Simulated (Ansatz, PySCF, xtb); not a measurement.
Gas-phase reaction R1 + R2 → P1 + P2, each structure at its B3LYP-D3(BJ)/def2-SVP stationary point, reached from a drawn start (curvature not checked).
R1, FH9O3Si4 (SMILES F[Si](O[SiH3])(O[SiH3])O[SiH3]) (charge 0, multiplicity 1):
```xyz
17

F      0.87273     0.44626    -2.36142
Si     0.32312     0.16494    -0.87437
O     -0.51383     1.47388    -0.37448
Si    -0.37484     2.78420     0.65368
O     -0.64728    -1.14676    -0.91996
Si    -2.26572    -1.55868    -0.85378
O      1.59923    -0.10452     0.10694
Si     2.38626    -1.35518     0.88803
H     -1.61289     3.59400     0.51590
H      0.81319     3.60333     0.28635
H     -0.23543     2.31070     2.05942
H     -3.01210    -0.89478    -1.95806
H     -2.35749    -3.03494    -0.99336
H     -2.84068    -1.14018     0.45546
H      3.55081    -0.77324     1.60372
H      2.85003    -2.36859    -0.09929
H      1.46509    -2.00043     1.86501
```
P1: H10O4Si4 (SMILES O[Si](O[SiH3])(O[SiH3])O[SiH3]), charge 0, multiplicity 1.
P2, HF (SMILES F) (charge 0, multiplicity 1):
```xyz
2

F      0.0000     0.0000     0.4624
H      0.0000     0.0000    -0.4624
```
R2: H2O (SMILES O), charge 0, multiplicity 1.

P less R. No zero-point or thermal terms. One arrangement of each flexible species, with no search for the lowest.

The values were computed with Ansatz (an electronic-structure program); PySCF for the D3/D4 terms; xtb for the GFN methods. All values are computed, each at the level named.

Task: One of these levels gives 9.55 kcal/mol for the reaction energy. Name it.
A) GFN1-xTB
B) PBE-D4/def2-TZVPP
C) SVWN5/def2-TZVPP

Result: B, PBE-D4/def2-TZVPP. The others give 12.59 (GFN1-xTB), 8.55 (SVWN5/def2-TZVPP)
